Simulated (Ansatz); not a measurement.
One change: `O[SiH2]OCS` becomes `O[SiH2][O][AlH2]`.

Ansatz, PBE0-D4/def2-TZVP geometries, multiplicity 1. Each molecule was computed in one conformer, which needn't be the lowest.

```csv
property,`O[SiH2]OCS`
HOMO–LUMO gap (B3LYP/def2-TZVPP) / eV,7.13
HOMO–LUMO gap (PBE0/def2-TZVPP) / eV,7.65
LUMO energy (B3LYP/def2-TZVPP) / eV,-0.22
LUMO energy (PBE/def2-TZVPP) / eV,-0.89
HOMO energy (ωB97M-V/def2-TZVPP) / eV,-9.85
size of the dipole moment (B3LYP/def2-TZVPP) / D,1.64
```

(1) What does the change do to each property? (Best estimate.)

## Answers

(1) Ansatz gave: 
```
                                        property  `O[SiH2][O][AlH2]`  shift
           HOMO–LUMO gap (B3LYP/def2-TZVPP) / eV                6.73  -0.40
            HOMO–LUMO gap (PBE0/def2-TZVPP) / eV                7.14  -0.51
             LUMO energy (B3LYP/def2-TZVPP) / eV               -1.41  -1.19
               LUMO energy (PBE/def2-TZVPP) / eV               -1.96  -1.07
           HOMO energy (ωB97M-V/def2-TZVPP) / eV              -10.57  -0.72
size of the dipole moment (B3LYP/def2-TZVPP) / D                1.42  -0.22
```

With PBE0 the HOMO falls by 0.73 eV and the LUMO falls by 1.24 eV, so the gap narrows by about 0.51 eV. PBE moves the HOMO by -0.65 eV and ωB97M-V by -0.72 eV. Dipoles are sizes alone; their direction can turn.

B3LYP here is the variant with VWN-RPA as its local correlation; programs differ in this.
